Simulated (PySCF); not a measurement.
Species: C5H12O2Si.
SMILES: `CCO[C@@H]1CC[SiH2]O1`

Level: wB97X-D/def2-SVPD in PySCF, non-relativistic, on one gas-phase PBE0-D3(BJ)/def2-SVP geometry that isn't relaxed in the solvent. The solvent is an IEF-PCM continuum (Bondi radii, 1.10 Å for H, scaled by 1.2), and excitations are vertical TDDFT with non-equilibrium linear response and a frozen core. The model holds no explicit solvent molecules, cavitation or dispersion.

Gas-phase singlets (H = HOMO, L = LUMO):

```csv
state,E (eV),λ (nm),f,leading configurations
S1,7.500,165,0.004,"H-1→L 59%, H→L 27%"
S2,7.855,158,0.014,"H-2→L 29%, H→L+1 28%, H→L 20%"
S3,7.954,156,0.022,"H-2→L 43%, H→L+1 31%"
S4,8.284,150,0.026,"H-1→L+1 46%, H→L 9%"
S5,8.462,147,0.051,"H→L 30%, H-1→L 12%, H-1→L+1 12%"
```

**Question.** Give the list for cyclohexane (ε = 2.017), n² = 2.04.

**Answer.** 
```csv
state,E (eV),λ (nm),f,leading configurations,change by rank (eV)
S1,7.511,165,0.006,"H-1→L 60%, H→L 26%",+0.011
S2,7.847,158,0.027,"H-2→L 45%, H→L 23%, H→L+1 14%",-0.008
S3,7.949,156,0.027,"H→L+1 37%, H-2→L 32%",-0.005
S4,8.290,150,0.043,"H-1→L+1 45%, H→L+1 8%",+0.006
S5,8.459,147,0.067,"H→L 26%, H-1→L+1 15%, H-1→L 8%",-0.003
```

**Question.** How do the frontier levels move from gas to cyclohexane?

**Answer.** 
```
orbital  gas (eV)  solvent (eV)  change (eV)
 LUMO+2      2.76          2.83        +0.07
 LUMO+1      2.23          2.28        +0.05
   LUMO      2.12          2.15        +0.03
   HOMO     -9.71         -9.71         0.00
 HOMO-1    -10.22        -10.23        -0.01
 HOMO-2    -10.48        -10.46        +0.02
 HOMO-3    -10.65        -10.63        +0.02
```

The HOMO–LUMO gap goes from 11.83 to 11.86 eV.
